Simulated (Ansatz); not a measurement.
Consider the redistribution: `[SiH3]C[SiH2][TeH]` + `[BH2][GeH2][OH]` → `B[SiH2]C[SiH3]` + `[OH][GeH2][TeH]`.

Isolated molecules relaxed with PBE0-D4/def2-TZVP in Ansatz; ΔE leaves out vibrations. CCSD(T)/CBS is the MP2 limit (def2-TZVPP, def2-QZVPP) plus CCSD(T) − MP2 in def2-TZVPP, frozen cores. DFT in def2-TZVPP. B3LYP here is the variant with VWN-RPA as its local correlation; programs differ in this. Elements past krypton have def2 core potentials. For Ge, Te outer-core shells are correlated without core-valence functions, which leaves a few kJ/mol of doubt a bond. Scalar relativity is left out up to krypton. One conformer a species, not always the lowest.

Question: Is it downhill or uphill in electronic energy at CCSD(T)/CBS, and by how much? (Best estimate.)

Answer: The calculation gave: Uphill: ΔE = +0.09 eV.

Question: What do these levels give: PBE-D4, B3LYP-D4, B3LYP, MP2/def2-TZVPP, SCS-MP2/def2-TZVPP, CCSD/CBS(def2)? (Estimate.)

Answer: The calculation gave: PBE-D4 0.01, B3LYP-D4 0.02, B3LYP -0.04, MP2/def2-TZVPP 0.09, SCS-MP2/def2-TZVPP 0.07, CCSD/CBS(def2) 0.09 eV.

Largest T1 diagnostic among the species: 0.012.

The D4 term adds +0.06 eV with B3LYP and +0.03 eV with PBE0; it sums over pairs of atoms, weighted by their polarisabilities, and B3LYP, whose exchange is more repulsive, gets the larger term. In def2-TZVPP, CCSD(T) changes the Hartree–Fock value by +0.08 eV (the triples alone add +0.00 eV) and MP2 by +0.11 eV.
